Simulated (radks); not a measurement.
Mo3+, configuration [Kr] 4d2.5 5p0.5 (fractional occupations, a model configuration). Calculated with a radial shooting solver on a logarithmic mesh with Libxc functionals: scalar-relativistic Kohn-Sham, PBEsol, spin-polarised, spherical densities, finite nucleus; open shells are filled with parallel spins first (spin-orbit coupling, left out, can overturn this in heavy ions); Fermi nuclear charge, rms radius 4.4091 fm.

Radial electron density D(r) = 4 pi r^2 rho(r):

r (bohr)  D(r) (e/bohr)   spin D(r)
0.001836          2.459  -0.0000624
0.002104          3.115  -0.0000789
0.002429          3.987   -0.000101
0.002806          5.081   -0.000128
0.00324           6.443   -0.000162
0.003742          8.125   -0.000203
0.004322          10.18   -0.000253
0.004991          12.66   -0.000313
0.005718          15.43   -0.000378
0.006604          18.84   -0.000457
0.007626          22.74   -0.000543
0.008808          27.10   -0.000633
0.01017           31.81   -0.000722
0.01175           36.70   -0.000799
0.01357           41.52   -0.000850
0.01554           45.70   -0.000859
0.01795           49.39   -0.000804
0.02073           51.95   -0.000658
0.02394           53.08   -0.000392
0.02765           52.67   0.0000258
0.03193           50.93    0.000631
0.03688           48.42     0.00148
0.04225           46.18     0.00260
0.04879           44.97     0.00435
0.05635           45.91     0.00713
0.06508           49.37      0.0118
0.07516           54.85      0.0200
0.0868            60.77      0.0340
0.1002            64.93      0.0570
0.1148            65.41      0.0905
0.1326            61.50       0.141
0.1532            54.16       0.208
0.1769            46.35       0.287
0.2043            41.46       0.364
0.2359            41.42       0.421
0.2725            45.23       0.432
0.3122            49.13       0.385
0.3605            49.67       0.274
0.4164            44.49       0.130
0.4809            34.80      0.0137
0.5554            24.17     0.00194
0.6414            16.14       0.156
0.7407            12.18       0.491
0.8486            11.32       0.927
0.9801            11.38        1.40
1.132             10.69        1.75
1.307             8.780        1.86
1.51              6.220        1.74
1.743             3.849        1.45
2.013             2.153        1.10
2.307             1.196       0.796
2.664            0.6574       0.543
3.077            0.3777       0.353
3.553            0.2138       0.210
4.104            0.1089       0.108
4.739           0.04634      0.0463
5.473           0.01547      0.0155
6.27           0.004156     0.00416
7.242         0.0007300    0.000730

D(r) has 4 maxima, at r = 0.0247, 0.109, 0.341, 0.957 bohr, and minima at 0.0496, 0.220, 0.862 bohr, inside which lie 2.03, 11.08, 29.49 electrons.
